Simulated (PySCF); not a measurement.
Sc²⁺ (scandium, charge +2) across methods

[Ar] 4p1, 2P determinant (an excited configuration). Calculation: PySCF 2.14, in ANO-RCC-VTZP; scalar relativity by spin-free X2C-1e.

```csv
method,E (hartree),mean ε 3p α (eV),mean ε 3p β (eV),mean ε 4p α (eV),Σ⟨r²⟩ (bohr²),⟨S²⟩
CAM-B3LYP,-763.217,-59.941,-59.812,-16.197,26.19,0.750
TPSSh,-763.200,-57.248,-57.121,-14.916,26.37,0.750
UHF,-762.36702,-65.258,-65.029,-16.516,27.17,0.750
PBE,-762.958,-55.904,-55.772,-14.763,26.17,0.750
r2SCAN,-763.142,-56.825,-56.727,-14.736,26.43,0.750
LDA,-761.184,-55.902,-55.771,-14.718,26.04,0.750
PBE0,-763.000,-58.567,-58.415,-15.313,26.33,0.750
```

(1) Estimate the same row for M06.

Answers

(1) E (hartree) = -763.173; mean ε 3p α (eV) = -58.524; mean ε 3p β (eV) = -58.399; mean ε 4p α (eV) = -15.091; Σ⟨r²⟩ (bohr²) = 26.25; ⟨S²⟩ = 0.750.
